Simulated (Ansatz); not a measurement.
Mulliken charges of `N#[C][SnH2]` radical from PBE/def2-TZVPP in Ansatz (PBE0-D4/def2-TZVP geometry).

| atom | x (Å) | y (Å) | z (Å) | charge (e) |
| --- | --- | --- | --- | --- |
| N1 | 0.834 | -1.536 | 1.666 | 0.020 |
| C2 | 0.506 | -0.852 | 0.796 | -0.382 |
| Sn3 | 0.010 | 0.331 | -0.886 | 0.513 |
| H4 | -1.648 | 0.038 | -1.184 | -0.075 |
| H5 | 0.349 | 1.944 | -0.433 | -0.075 |

Q: By hand: the dipole of these point charges (1 e Å = 4.8032 D).

A: Σ q r = (-0.074, 0.316, -0.604) e Å, of length 0.686 e Å = 3.29 D.

Q: How does the dipole of the full density compare? (Estimate.)

A: The calculation gave: (-0.195, 0.476, -0.689) e Å, 4.13 D; the point charges give 0.80 times that, at 10° from its direction.

Point charges leave out the atoms' own dipoles, such as those of lone pairs, and Mulliken's split depends on the basis, so the two needn't agree.
